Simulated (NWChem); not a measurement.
System: H2BO2 cation

Input file for NWChem:

```
start job
memory heap 200 mb stack 900 mb global 1100 mb
charge 1
geometry units angstroms noautoz
  O      0.196922    -1.235473     0.067681
  B     -0.000000    -0.000000     0.001017
  O     -0.196922     1.235473     0.067681
  H     -0.146132    -2.052889    -0.323649
  H      0.146132     2.052890    -0.323649
end
basis spherical
  O library def2-svpd
  B library def2-svpd
  H library def2-svpd
end
dft
  xc bhlyp
  iterations 150
end
tddft
  cis
  nroots 6
end
task tddft energy
```

Parts of the log:

```
             Northwest Computational Chemistry Package (NWChem) 7.3.0
             --------------------------------------------------------

 C2  symmetry detected

                             Geometry "geometry" -> ""
                             -------------------------

 Output coordinates in angstroms (scale by  1.889725989 to convert to a.u.)

  No.       Tag          Charge          X              Y              Z
 ---- ---------------- ---------- -------------- -------------- --------------
    1 O                    8.0000     0.04086158    -1.25040079     0.04852087
    2 B                    5.0000     0.00000000     0.00000000    -0.01814313
    3 O                    8.0000    -0.04086158     1.25040079     0.04852087
    4 H                    1.0000    -0.40172907    -2.01849538    -0.34280913
    5 H                    1.0000     0.40172907     2.01849538    -0.34280913

 Effective nuclear repulsion energy (a.u.)      61.2882165336

      Symmetry information
      --------------------

 Group name             C2
 Group number              4
 Group order               2
 No. of unique centers     3

                                 NWChem DFT Module
                                 -----------------

 Summary of "ao basis" -> "ao basis" (spherical)
 ------------------------------------------------------------------------------
       Tag                 Description            Shells   Functions and Types
 ---------------- ------------------------------  ------  ---------------------
 O                         def2-svpd                 9       23   4s3p2d
 B                         def2-svpd                 8       20   4s2p2d
 H                         def2-svpd                 4        8   2s2p

      Symmetry analysis of basis
      --------------------------

        a          43
        b          39

            General Information
            -------------------
          SCF calculation type: DFT
          Wavefunction type:  closed shell.
          No. of atoms     :     5
          No. of electrons :    22
           Alpha electrons :    11
            Beta electrons :    11
          Charge           :     1
          Spin multiplicity:     1
          Use of symmetry is: off; symmetry adaption is: on
          Maximum number of iterations: 150
          AO basis - number of functions:    82
                     number of shells:    34
          Convergence on energy requested:  1.00D-06
          Convergence on density requested:  1.00D-05
          Convergence on gradient requested:  5.00D-04

              XC Information
              --------------
                        BHLYP Method XC Functional
                     Hartree-Fock (Exact) Exchange  0.500
                        Slater Exchange Functional  0.500 local
                    Becke 1988 Exchange Functional  0.500 non-local
              Lee-Yang-Parr Correlation Functional  1.000

             Grid Information
             ----------------
          Grid used for XC integration:  medium
          Radial quadrature: Mura-Knowles
          Angular quadrature: Lebedev.
          Tag              B.-S. Rad. Rad. Pts. Rad. Cut. Ang. Pts.
          ---              ---------- --------- --------- ---------
          O                   0.60       49          10.0       434
          B                   0.85       49           8.0       434
          H                   0.35       45          11.0       434
          Grid pruning is: on
          Number of quadrature shells:   237
          Spatial weights used:  Erf1

      Superposition of Atomic Density Guess
      -------------------------------------

 Sum of atomic energies:        -174.89127183

 Renormalizing density from      23.00 to     22

      Non-variational initial energy
      ------------------------------

 Total energy =    -170.896170
 1-e energy   =    -343.882453
 2-e energy   =     111.698066
 HOMO         =      -0.987578
 LUMO         =      -0.334961

      Symmetry analysis of molecular orbitals - initial
      -------------------------------------------------

  Numbering of irreducible representations:

     1 a           2 b

  Orbital symmetries:

     1 a           2 b           3 a           4 a           5 b
     6 a           7 b           8 a           9 b          10 a
    11 b          12 a          13 b          14 a          15 b
    16 a          17 a          18 b          19 a          20 b
    21 a

 !! scf_movecs_sym_adapt:   27 vectors were symmetry contaminated

  Symmetry fudging

   convergence    iter        energy       DeltaE   RMS-Dens  Diis-err
 ---------------- ----- ----------------- --------- --------- ---------
 d= 0,ls=0.0,diis     1   -175.8382612648 -2.37D+02  2.28D-02  2.70D+00

[...]

                                NWChem TDDFT Module
                                -------------------

            General Information
            -------------------
           No. of orbitals :     164
            Alpha orbitals :      82
             Beta orbitals :      82
        Alpha frozen cores :       0
         Beta frozen cores :       0
     Alpha frozen virtuals :       0
      Beta frozen virtuals :       0
         Spin multiplicity :       1
    Number of AO functions :      82
        Use of symmetry is : off
      Symmetry adaption is : on
         Schwarz screening :  0.10D-07

              XC Information
              --------------
                 BHLYP Method XC Functional
              Hartree-Fock (Exact) Exchange   0.50
                 Slater Exchange Functional   0.50 local
             Becke 1988 Exchange Functional   0.50 non-local
       Lee-Yang-Parr Correlation Functional   1.00

             TDDFT Information
             -----------------
          Calculation type : Tamm-Dancoff TDDFT
         Wavefunction type : Restricted singlets & triplets
          No. of electrons :      22
           Alpha electrons :      11
            Beta electrons :      11
              No. of roots :       6
          Max subspacesize :    5200
            Max iterations :     100
               Target root :       1
           Target symmetry : none
      Symmetry restriction : off
                 Algorithm : Optimal
        Davidson threshold :  0.10D-03

    6 smallest eigenvalue differences (eV)
--------------------------------------------------------
  No. Spin  Occ  Vir  Irrep   E(Occ)    E(Vir)   E(Diff)
--------------------------------------------------------
    1    1   11   12 b        -0.731    -0.207    14.281
    2    1   10   12 a        -0.733    -0.207    14.333
    3    1   11   13 a        -0.731    -0.176    15.107
    4    1   10   13 b        -0.733    -0.176    15.158
    5    1   11   14 b        -0.731    -0.173    15.202
    6    1   10   14 a        -0.733    -0.173    15.253
--------------------------------------------------------

  Entering Davidson iterations
  Restricted singlet excited states

  Iter   NTrls   NConv    DeltaV     DeltaE      Time
  ----  ------  ------  ---------  ---------  ---------
    1      6       0     0.28E+00   0.10+100        2.0
    2     12       0     0.80E-01   0.92E-01        2.0
    3     18       0     0.47E-01   0.19E-01        1.9
    4     24       0     0.24E-01   0.40E-02        1.9
    5     30       0     0.37E-01   0.38E-02        2.0
    6     36       1     0.12E-01   0.27E-02        2.0
    7     41       4     0.49E-02   0.18E-03        1.8
    8     43       5     0.18E-02   0.20E-04        1.3
    9     44       5     0.44E-03   0.15E-05        1.1
   10     45       6     0.76E-04   0.71E-07        1.1
  ----  ------  ------  ---------  ---------  ---------
  Convergence criterion met

  Ground state a        -176.078128464931 a.u.

  ----------------------------------------------------------------------------
  Root   1 singlet a              0.383181537 a.u.               10.4269 eV
  ----------------------------------------------------------------------------
     Transition Moments    X -0.00000   Y  0.00000   Z -0.01012
     Dipole Oscillator Strength                    0.0000261544
     Electric Quadrupole                           0.0000000187
     Magnetic Dipole                               0.0000000001
     Total Oscillator Strength                     0.0000261733

     Occ.   10  a   ---  Virt.   12  a        0.28233
     Occ.   10  a   ---  Virt.   14  a       -0.57782
     Occ.   11  b   ---  Virt.   13  b       -0.74404
     Occ.   11  b   ---  Virt.   15  b        0.12028
  ----------------------------------------------------------------------------
  Root   2 singlet b              0.387370629 a.u.               10.5409 eV
  ----------------------------------------------------------------------------
     Transition Moments    X -0.12354   Y -0.00881   Z  0.00000
     Dipole Oscillator Strength                    0.0039612575
     Electric Quadrupole                           0.0000002358
     Magnetic Dipole                               0.0000011107
     Total Oscillator Strength                     0.0039626040

     Occ.    9  a   ---  Virt.   15  b        0.05916
     Occ.   10  a   ---  Virt.   13  b        0.56990
     Occ.   10  a   ---  Virt.   15  b       -0.11077
     Occ.   11  b   ---  Virt.   12  a       -0.61749
     Occ.   11  b   ---  Virt.   14  a        0.50138
     Occ.   11  b   ---  Virt.   19  a       -0.10898
  ----------------------------------------------------------------------------
  Root   3 singlet a              0.387873300 a.u.               10.5546 eV
  ----------------------------------------------------------------------------
     Transition Moments    X  0.00000   Y  0.00000   Z  0.00615
     Dipole Oscillator Strength                    0.0000097656
     Electric Quadrupole                           0.0000001987
     Magnetic Dipole                               0.0000012416
     Total Oscillator Strength                     0.0000112059

[...]
```

Level: BHandHLYP/def2-SVPD, TDA. Coordinates come from a PBE0/def2-SVP optimisation.
